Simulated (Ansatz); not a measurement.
Steps of a relaxation of C2H6BBrSi, SMILES `C[Si@H]1B[C@@H]1Br` with RKS PBE-D4/def2-SVP.

```sh
$ ansatz run in.yaml --threads 4 --pin off --events-out ev --progress --plain --max-ram 10444MiB
```

```yaml
crystal:
  periodic: [false, false, false]
  atoms:
    - {symbol: C, position_ang: [-1.307200, 0.245600, 1.087000]}
    - {symbol: Si, position_ang: [-0.067900, 0.723300, -0.201600]}
    - {symbol: B, position_ang: [1.435600, -0.609000, 0.004500]}
    - {symbol: C, position_ang: [0.586600, -0.593600, -1.235900]}
    - {symbol: Br, position_ang: [1.403800, 0.009600, -2.850000]}
    - {symbol: H, position_ang: [-2.143800, 1.087000, 1.081100]}
    - {symbol: H, position_ang: [-0.855700, 0.236700, 2.081000]}
    - {symbol: H, position_ang: [-1.771600, -0.673200, 0.818700]}
    - {symbol: H, position_ang: [0.575700, 2.068400, -0.130800]}
    - {symbol: H, position_ang: [2.373000, -1.063500, 0.653000]}
    - {symbol: H, position_ang: [-0.163000, -1.488400, -1.286500]}
basis:
  gaussian: {orbitals: def2-SVP}
hamiltonian: {xc: pbe, dispersion: d4}
relax: {f_tol: 0.03, max_steps: 200}
```

Positions (Å) and forces (eV/Å) along the path, 12 of 19 steps:

```xyz
11
step=1 energy=-80737.4995 eV
C    -1.307    0.246    1.087   -1.748    3.161    0.069
Si   -0.068    0.723   -0.202    0.260    1.280    1.904
B     1.436   -0.609    0.004    0.840    0.277    1.192
C     0.587   -0.594   -1.236   -1.060   -2.585   -1.327
Br    1.404    0.010   -2.850    0.583   -0.138   -1.135
H    -2.144    1.087    1.081    1.127   -1.496    0.180
H    -0.856    0.237    2.081    0.074   -0.184    0.405
H    -1.772   -0.673    0.819   -0.709   -1.415   -0.139
H     0.576    2.068   -0.131   -0.100    0.078   -0.287
H     2.373   -1.063    0.653   -0.237   -0.007   -0.594
H    -0.163   -1.488   -1.286    0.970    1.029   -0.269
11
step=5 energy=-80738.6016 eV
C    -1.476    0.337    1.109    0.067    0.038   -0.052
Si    0.184    0.641    0.232   -0.131   -0.131    0.455
B     1.610   -0.718    0.014    0.263    0.275   -0.321
C     0.633   -0.597   -1.182    0.415   -0.352   -0.051
Br    1.369   -0.262   -2.974   -0.115   -0.078    0.045
H    -2.236    1.109    0.864    0.052   -0.063   -0.004
H    -1.309    0.336    2.213   -0.023    0.052   -0.253
H    -1.875   -0.660    0.831    0.009    0.040    0.017
H     0.550    2.087    0.031    0.010   -0.051    0.094
H     2.805   -0.985    0.128   -0.442    0.073   -0.016
H    -0.189   -1.344   -1.246   -0.105    0.196    0.086
11
step=7 energy=-80738.7808 eV
C    -1.486    0.312    1.020    0.010    0.280    0.206
Si    0.306    0.565    0.423   -0.212   -0.010    0.317
B     1.712   -0.726   -0.027    0.379    0.148   -0.296
C     0.681   -0.633   -1.127   -0.312   -0.601   -0.351
Br    1.104   -0.452   -3.047   -0.106   -0.045    0.318
H    -2.187    1.062    0.569    0.275   -0.267    0.143
H    -1.522    0.430    2.140    0.026   -0.016   -0.522
H    -1.846   -0.710    0.779    0.016    0.035    0.022
H     0.676    2.026    0.393    0.003   -0.028    0.053
H     2.954   -0.781   -0.053   -0.746    0.071    0.097
H    -0.326   -1.150   -1.049    0.667    0.431    0.013
11
step=9 energy=-80738.8630 eV
C    -1.474    0.305    1.006    0.067    0.080    0.018
Si    0.334    0.548    0.492   -0.093   -0.077   -0.004
B     1.700   -0.713   -0.068    0.122    0.105    0.080
C     0.693   -0.663   -1.162   -0.374   -0.268    0.071
Br    1.068   -0.532   -3.053    0.014    0.004   -0.090
H    -2.153    1.040    0.522    0.091   -0.069    0.017
H    -1.544    0.454    2.109    0.005    0.003   -0.125
H    -1.828   -0.721    0.784    0.009   -0.005    0.010
H     0.694    2.012    0.488    0.002    0.003    0.073
H     2.911   -0.710   -0.058   -0.053    0.029   -0.004
H    -0.336   -1.079   -1.038    0.211    0.196   -0.045
11
step=11 energy=-80738.8882 eV
C    -1.453    0.291    0.970   -0.129   -0.015    0.153
Si    0.369    0.520    0.560    0.092    0.068    0.053
B     1.709   -0.699   -0.094   -0.144    0.013   -0.016
C     0.671   -0.695   -1.159   -0.028   -0.025    0.060
Br    0.996   -0.574   -3.061    0.002   -0.020   -0.019
H    -2.102    0.954    0.359    0.056   -0.059    0.031
H    -1.599    0.572    2.039   -0.008   -0.020   -0.122
H    -1.782   -0.763    0.852    0.026    0.090   -0.008
H     0.727    1.984    0.685   -0.014   -0.037   -0.014
H     2.913   -0.650   -0.121    0.048    0.001   -0.028
H    -0.385   -0.996   -1.008    0.099    0.004   -0.090
11
step=12 energy=-80738.8924 eV
C    -1.453    0.291    0.980   -0.040    0.006    0.047
Si    0.376    0.519    0.581    0.020    0.043    0.018
B     1.703   -0.696   -0.102   -0.089    0.011   -0.046
C     0.672   -0.700   -1.172    0.006   -0.002    0.063
Br    1.004   -0.588   -3.075    0.016   -0.012    0.032
H    -2.094    0.933    0.339    0.039   -0.040    0.035
H    -1.619    0.602    2.036    0.005   -0.021   -0.079
H    -1.773   -0.766    0.881    0.008    0.046   -0.002
H     0.730    1.983    0.719   -0.006   -0.042   -0.008
H     2.907   -0.644   -0.134    0.044    0.008   -0.019
H    -0.386   -0.992   -1.032   -0.003    0.003   -0.042
11
step=13 energy=-80738.8904 eV rejected
C    -1.450    0.286    0.991    0.044    0.010   -0.086
Si    0.379    0.522    0.587   -0.133    0.036    0.093
B     1.685   -0.697   -0.087    0.106   -0.065   -0.121
C     0.667   -0.701   -1.164   -0.124   -0.044   -0.064
Br    1.036   -0.602   -3.063    0.013    0.002    0.058
H    -2.082    0.922    0.339   -0.028    0.011    0.021
H    -1.626    0.600    2.041   -0.001    0.005    0.015
H    -1.766   -0.770    0.885    0.013    0.004    0.016
H     0.737    1.979    0.706    0.000    0.071    0.029
H     2.885   -0.632   -0.160    0.106   -0.015    0.048
H    -0.400   -0.965   -1.054    0.004   -0.017   -0.008
11
step=14 energy=-80738.8940 eV
C    -1.450    0.291    0.984   -0.032   -0.004   -0.008
Si    0.377    0.521    0.591    0.052    0.011    0.002
B     1.696   -0.693   -0.102   -0.014    0.010   -0.023
C     0.666   -0.702   -1.170   -0.010   -0.020    0.015
Br    1.017   -0.599   -3.069    0.012   -0.003    0.011
H    -2.086    0.929    0.337   -0.001    0.000    0.006
H    -1.625    0.603    2.035   -0.003   -0.002    0.003
H    -1.768   -0.765    0.881   -0.002   -0.003    0.004
H     0.731    1.983    0.726   -0.001    0.000    0.003
H     2.901   -0.637   -0.149    0.011    0.004   -0.001
H    -0.394   -0.987   -1.043   -0.012    0.005   -0.013
11
step=15 energy=-80738.8946 eV
C    -1.450    0.292    0.985   -0.014   -0.010   -0.005
Si    0.381    0.525    0.606    0.056    0.006   -0.010
B     1.693   -0.682   -0.107   -0.007   -0.017   -0.011
C     0.665   -0.719   -1.174   -0.030    0.033    0.019
Br    1.025   -0.627   -3.070    0.015   -0.014    0.002
H    -2.079    0.940    0.342   -0.011    0.002    0.002
H    -1.632    0.590    2.039    0.007    0.005   -0.002
H    -1.767   -0.762    0.868   -0.006   -0.006   -0.001
H     0.732    1.988    0.743   -0.006    0.001    0.011
H     2.899   -0.622   -0.161   -0.003    0.011    0.000
H    -0.402   -0.979   -1.051    0.000   -0.011   -0.005
11
step=16 energy=-80738.8949 eV
C    -1.450    0.292    0.983    0.093    0.011   -0.017
Si    0.392    0.528    0.620   -0.094    0.001    0.010
B     1.691   -0.676   -0.114    0.014    0.001    0.000
C     0.658   -0.723   -1.174   -0.007   -0.015   -0.020
Br    1.031   -0.655   -3.068    0.002    0.002   -0.006
H    -2.075    0.939    0.336   -0.002    0.010   -0.006
H    -1.641    0.591    2.035    0.001    0.004    0.016
H    -1.765   -0.762    0.862    0.000   -0.011    0.001
H     0.739    1.990    0.775   -0.006    0.003    0.008
H     2.895   -0.606   -0.181   -0.014   -0.006    0.008
H    -0.410   -0.975   -1.055    0.012    0.002    0.006
11
step=17 energy=-80738.8944 eV rejected
C    -1.443    0.292    0.984    0.050    0.043   -0.023
Si    0.393    0.543    0.623   -0.081   -0.080   -0.022
B     1.679   -0.674   -0.113    0.056    0.028    0.014
C     0.654   -0.725   -1.180   -0.037   -0.008    0.018
Br    1.037   -0.667   -3.070    0.004   -0.009   -0.002
H    -2.074    0.942    0.345   -0.009    0.000    0.003
H    -1.636    0.575    2.039   -0.004    0.003    0.018
H    -1.747   -0.764    0.849   -0.008   -0.011    0.005
H     0.734    2.006    0.774    0.008    0.018    0.013
H     2.884   -0.614   -0.171    0.011   -0.002   -0.010
H    -0.416   -0.970   -1.060    0.010    0.019   -0.013
11
step=19 energy=-80738.8953 eV
C    -1.447    0.294    0.985   -0.005   -0.003   -0.004
Si    0.388    0.532    0.620    0.006   -0.003    0.000
B     1.686   -0.672   -0.116    0.000    0.005    0.005
C     0.659   -0.727   -1.182   -0.004    0.000    0.001
Br    1.039   -0.670   -3.074    0.001   -0.002   -0.002
H    -2.076    0.945    0.344   -0.001   -0.002    0.003
H    -1.634    0.585    2.040    0.005    0.001   -0.003
H    -1.762   -0.760    0.859   -0.002    0.002   -0.001
H     0.733    1.994    0.784   -0.001   -0.001    0.001
H     2.891   -0.605   -0.176    0.000    0.000   -0.002
H    -0.411   -0.974   -1.063    0.001    0.003    0.001
```

It took 14 s on 4 threads of an AMD EPYC 9R45 on a shared host, with 0.2 GiB of host memory at the peak.
